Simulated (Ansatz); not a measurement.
`[F][Cd][Cl]` + NH₃ → `[NH2][Cd][Cl]` + H–F at 400 K and 1 bar (ligand exchange at a Cd–F bond).

Program: Ansatz. Geometries: PBE0-D4/def2-TZVP. ΔE: electronic, gas phase. CCSD(T)/CBS is the MP2 limit (def2-TZVPP, def2-QZVPP) plus CCSD(T) − MP2 in def2-TZVPP, frozen cores. This one scheme is used for every species. def2 core potentials past Kr. For Cd outer-core shells are correlated without core-valence functions, which leaves a few kJ/mol of doubt a bond. Each species was taken in one conformer, which may not be the lowest.

| species | CCSD(T)/CBS energy (Eh) | H − E (kJ/mol) | S (J/(mol·K)) |
| --- | --- | --- | --- |
| `[F][Cd][Cl]` | -727.34376 | 26.7 | 297.5 |
| NH₃ | -56.50880 | 104.2 | 203.1 |
| `[NH2][Cd][Cl]` | -683.44247 | 90.4 | 325.4 |
| H–F | -100.39570 | 36.5 | 182.2 |

H − E and S are ideal-gas, rigid-rotor, harmonic terms from PBE0-D4/def2-TZVP, for one conformer and one mirror image of each species. 1 Eh = 2625.50 kJ/mol, R = 8.31446 J/(mol·K).

**Question.** By hand: ΔE, ΔH, ΔS and ΔG.

**Answer.** ΔE = (-683.44247) + (-100.39570) − (-727.34376) − (-56.50880) = 0.01439 Eh = 37.8 kJ/mol. Δ(H − E) = 90.4 + 36.5 − 26.7 − 104.2 = -4.0, so ΔH = 33.8 kJ/mol. ΔS = 325.4 + 182.2 − 297.5 − 203.1 = 7.0 J/(mol·K). ΔG = 33.8 − 400 × (7.0)/1000 = 31.0 kJ/mol.

**Question.** By hand: the equilibrium constant, and the temperature at which ΔG would vanish if ΔH and ΔS stayed fixed.

**Answer.** log₁₀ K = −ΔG/(RT ln 10) = -4.0. ΔG = 0 at ΔH/ΔS = 4829 K, far beyond where these terms or the molecules hold.

The number of gas molecules stays the same, so ΔS is small and ΔH decides. A doubt of 5 kJ/mol in ΔE shifts log₁₀ K by 0.7 here. Other conformers and mirror images would add mixing entropy, several J/(mol·K) or more a flexible species. These are equilibria of isolated gas molecules and say nothing of rates. Largest T1 diagnostic: 0.015 (customary marks: 0.02 for closed shells, 0.045 for open ones).
